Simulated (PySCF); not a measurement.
F4H2SSi2, SMILES F[SiH2]S[Si](F)(F)F. Atoms are numbered in the order given.

```xyz
9

Si     1.8004     0.3129     1.0192
F      2.1907    -1.2265     0.6952
S      0.5954     1.1214    -0.5876
Si    -1.1159    -0.0920    -0.3918
F     -2.4423     0.7933    -0.2439
F     -0.9981    -1.0264     0.9110
F     -1.3301    -1.0440    -1.6604
H      1.0858     0.3521     2.3112
H      3.0231     1.1454     0.9887
```

Coordinates come from a B3LYP-D3(BJ)/def2-SVP optimisation. This is a generated structure with no PubChem entry under its InChIKey; it may be hypothetical. Other conformers were not sampled.

Two levels are set side by side: PBE/pcSseg-1 (PySCF) and KT2/pcSseg-1 (PySCF). GIAO shifts against CFCl3 (¹⁹F), H2S (³³S), TMS (²⁹Si), TMS (¹H) at the same level; non-relativistic, no solvent, atoms listed together averaged. Differences are taken from unrounded values.

| quantity | KT2 | PBE | PBE minus KT2 |
|---|---|---|---|
| δ(²⁹Si) of Si1 (ppm) | 7.4 | 6.9 | -0.5 |
| δ(¹⁹F) of F2 (ppm) | -207.8 | -200.8 | 7.0 |
| δ(³³S) of S3 (ppm) | 52.1 | 49.8 | -2.2 |
| δ(²⁹Si) of Si4 (ppm) | -45.8 | -50.0 | -4.1 |

Rough cost on one machine, each run with all the roots and properties that it gave: KT2 against PBE within a factor of 2.
